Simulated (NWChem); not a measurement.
Species: C3H5FSi; SMILES F[C@@H]1C=C[SiH2]1

```xyz
10

F      0.2829    -1.9116    -0.2855
C     -0.0053    -0.7781     0.4801
C     -1.2923    -0.0857     0.0734
C     -0.9860     1.1931    -0.2345
Si     0.8453     0.8869    -0.0143
H      0.0126    -1.0835     1.5335
H     -2.2722    -0.5692     0.0600
H     -1.6872     1.9790    -0.4966
H      1.6004     1.6667     1.0107
H      1.6660     0.8185    -1.2521
```
Atoms are numbered in this order, from 1.

Program: NWChem. Geometry: optimised at B3LYP/6-31G* (spherical d).

For level BLYP/def2-SVP:

```yaml
highest occupied level (eV): -6.30
orbital gap (eV): 4.94
dipole (D): 1.58
```

Task: Estimate the same quantities for level TPSSh/def2-SVP.

Result: 
* **highest occupied level (eV)**: -7.15
* **orbital gap (eV)**: 6.15
* **dipole (D)**: 1.74
